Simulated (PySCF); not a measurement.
**Nuclear repulsion and electron count by hand**

System: HClSi, singlet, geometry from GFN2-xTB. Level: WB97X-V/6-311G** in PySCF. Sums are taken with unrounded values, so a last digit can differ.

Coordinates (Å):

```
atom         x         y         z
----  --------  --------  --------
Si1    0.79364  -0.21555   0.71731
H2     1.84239  -0.41541  -0.31290
Cl3   -0.76196   0.20195  -0.57232
```

Task: Work out the nuclear repulsion energy and the numbers of alpha and beta electrons.

Result: In atomic units each pair adds Z_i Z_j / r_ij, with r in bohr (1 bohr = 0.529177 Å).
| pair | r (Å) | r (bohr) | Z_i Z_j | term (Eh) |
|---|---|---|---|---|
| Si1-H2 | 1.4836 | 2.8037 | 14 | 4.9935 |
| Si1-Cl3 | 2.0633 | 3.8991 | 238 | 61.0392 |
| H2-Cl3 | 2.6891 | 5.0816 | 17 | 3.3454 |
The sum is 69.3781 Eh; PySCF gives 69.3781 Eh. The atomic numbers add up to 32, so at charge +0 there are 32 electrons; multiplicity 1 means 0 unpaired, so 16 alpha and 16 beta.
